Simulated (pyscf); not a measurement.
**HS–Cu, singlet**

Gas-phase minimum from PySCF at ωB97X-D3(BJ)/def2-SVP, one conformer. 

```
S
H 1 1.3507
Cu 1 2.1258 2 93.24
```

Properties at ωB97X-D3(BJ)/def2-SVP:

```json
{
 "harmonic_wavenumbers_unscaled": "396, 572, 2729 cm⁻¹",
 "zero_point_energy": "5.3 kcal/mol",
 "rotational_symmetry_number": "1",
 "Entropy of this conformer at 298 K and 1 atm, rigid rotor and harmonic oscillator, modes under 100 cm⁻¹ raised to 100": "261.1 J/(mol K)",
 "dipole_moment": "4.94 D"
}
```

Single-point totals, which compare only within one level (frozen core for MP2 and CC):

```json
[
 {"level": "ωB97X-D3(BJ)/def2-TZVP", "total energy (hartree)": "-2039.32089"},
 {"level": "PBE/def2-TZVP", "total energy (hartree)": "-2038.93267"},
 {"level": "r²SCAN/def2-TZVP", "total energy (hartree)": "-2039.30197"},
 {"level": "B3LYP-D3(BJ)/def2-TZVP", "total energy (hartree)": "-2039.41835"},
 {"level": "PBE0-D3(BJ)/def2-TZVP", "total energy (hartree)": "-2038.96195"},
 {"level": "M06-2X/def2-TZVP", "total energy (hartree)": "-2039.27443"},
 {"level": "ωB97M-D3(BJ)/def2-TZVP", "total energy (hartree)": "-2039.42469"},
 {"level": "HF/def2-TZVPP", "total energy (hartree)": "-2037.07928"},
 {"level": "MP2/def2-TZVPP", "total energy (hartree)": "-2038.11588"},
 {"level": "CCSD/def2-TZVPP", "total energy (hartree)": "-2038.02073"},
 {"level": "CCSD(T)/def2-TZVPP", "total energy (hartree)": "-2038.05236"}
]
```

The CCSD(T) − MP2 part came from Ansatz, without density fitting, on the same reference. The frozen core leaves the outer d or s,p core shells of the metals and heavy elements correlated in the MP2 and CC values, and def2-TZVPP describes them poorly, so these totals are far from the basis limit.
